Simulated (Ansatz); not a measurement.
C3H6ClFOSi, singlet, geometry from GFN2-xTB, with bond 9-1 at 2.4 times its length; CASSCF(2,4)/STO-3G (Ansatz, a program for electronic structure).

The Ansatz input:
Ansatz 0.2 input:
```yaml
crystal:
  periodic: [false, false, false]
  atoms:
    - {symbol: C, position_ang: [-2.84310804, 0.34174382, -0.46160146]}
    - {symbol: C, position_ang: [-1.61808654, 0.78181437, -0.70469405]}
    - {symbol: Si, position_ang: [-0.06069785, -0.08673557, -0.14364385]}
    - {symbol: F, position_ang: [-0.07613486, -1.63956201, -0.60197987]}
    - {symbol: Cl, position_ang: [0.22238972, -0.17598330, 1.84391825]}
    - {symbol: O, position_ang: [1.12307363, 0.68094548, -0.91389223]}
    - {symbol: C, position_ang: [2.52092951, 0.54030444, -0.85071983]}
    - {symbol: H, position_ang: [-3.02280030, -0.56580802, 0.09091048]}
    - {symbol: H, position_ang: [-4.94906232, 1.59603360, -1.29344715]}
    - {symbol: H, position_ang: [-1.49464196, 1.69900441, -1.26428613]}
    - {symbol: H, position_ang: [2.86829913, 0.61169266, 0.18150713]}
    - {symbol: H, position_ang: [2.82359114, -0.42324086, -1.26350121]}
    - {symbol: H, position_ang: [2.95750066, 1.34531972, -1.44097422]}
basis:
  gaussian:
    orbitals: STO-3G
hamiltonian:
  xc: hf
magnetization: {spin_polarized: false}
correlation: {active_space: {window: {electrons: 2, orbitals: 4}}}
```

It wrote (shortened):

```
Functional definition: HF
629 factors; integrals over basis functions are off by at most 3.8e-5 eV
mean field evaluation 1: about -27952.3692 eV, gradient 3.5e1 eV
mean field evaluation 2: about -27952.5416 eV, gradient 3.5e1 eV
mean field evaluation 4: about -27958.9178 eV, gradient 1.0e1 eV
mean field evaluation 8: about -27959.3434 eV, gradient 1.2e-1 eV
mean field -27959.34350907 eV, -1027.4869224348 hartree, gradient 1.5e-6 eV, S^2 0.000000; 0 other end points of the search recorded, 0 dependent functions left out
reference -27959.34350907 eV, -1027.4869224348 hartree; 36, 36 occupied and 13, 13 virtual orbitals, 629 factors
state -27964.08219930 eV, -1027.6610660887 hartree
Total energy: -27964.08219930 eV, -1027.6610660887 hartree
```
